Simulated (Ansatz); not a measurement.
Calculated with Ansatz (gas phase, PBE0-D4/def2-TZVP geometries, no zero-point term in ΔE). CBS: MP2 limit from def2 TZ/QZ plus the TZ coupled-cluster correction, frozen cores. This one scheme is used for every species. Functionals use def2-TZVPP. B3LYP here is the variant with VWN-RPA as its local correlation; programs differ in this. For As outer-core shells are correlated without core-valence functions, which leaves a few kJ/mol of doubt a bond. Scalar relativity is left out up to krypton. One conformer a species, not always the lowest.

Consider the cleavage of the Si–Si bond: `N[SiH2][SiH2]CO` + `[AsH3]` → `OC[SiH2][AsH2]` + `N[SiH3]`.

Problem. Is it downhill or uphill in electronic energy at CCSD(T)/CBS, and by how much? (Estimate.)

Solution. Ansatz gave: Downhill: ΔE = -10.1 kcal/mol.

Problem. What do these levels give: PBE-D4, B3LYP-D4, B2PLYP, r2SCAN, PBE0, B3LYP, HF/def2-TZVPP, MP2/def2-TZVPP, SCS-MP2/def2-TZVPP, CCSD/def2-TZVPP, MP2/CBS(def2), CCSD/CBS(def2)? (Best estimate.)

Solution. Ansatz gave: PBE-D4 -7.0, B3LYP-D4 -8.9, B2PLYP -9.9, r2SCAN -8.6, PBE0 -8.3, B3LYP -8.9, HF/def2-TZVPP -11.3, MP2/def2-TZVPP -11.8, SCS-MP2/def2-TZVPP -11.3, CCSD/def2-TZVPP -9.8, MP2/CBS(def2) -12.3, CCSD/CBS(def2) -10.3 kcal/mol.

Largest T1 diagnostic among the species: 0.012.

From PBE to PBE0 (25 % exact exchange), in def2-TZVPP and without D4, ΔE moves by −1.3 kcal/mol.
